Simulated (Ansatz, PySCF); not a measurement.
Energy difference 2 R1 → P1 + P2, each structure at its B3LYP-D3(BJ)/def2-TZVP stationary point, reached from a drawn start (curvature not checked).
P1: Br4Sn (SMILES [Br][Sn]([Br])([Br])[Br]), charge 0, multiplicity 1.
R1: Br3Sn (SMILES [Br][Sn]([Br])[Br]), charge 0, multiplicity 2.
P2: Br2Sn (SMILES [Br][Sn][Br]), charge 0, multiplicity 1.

P less R. No zero-point or thermal terms; singlets are restricted closed shells; open shells are unrestricted; no spin–orbit coupling.

Frozen-core correlation throughout. In cc and def2 sets filled d and f shells under p-block atoms count as core.

Codes used: Ansatz (a first-principles code); PySCF for the D3/D4 terms. Each number belongs to the level named beside it. Elements past Kr take the def2 small-core potentials, without spin–orbit coupling.

### Question
Estimate the reaction energy that r2SCAN/def2-TZVPP returns for this input.

### Answer
-1.27 eV

### Question
Predict the reaction energy from B2PLYP-D4/def2-TZVPP.

### Answer
-1.49 eV

### Question
What is the computed reaction energy (wB97X-V/def2-TZVPP)?

### Answer
-1.61 eV
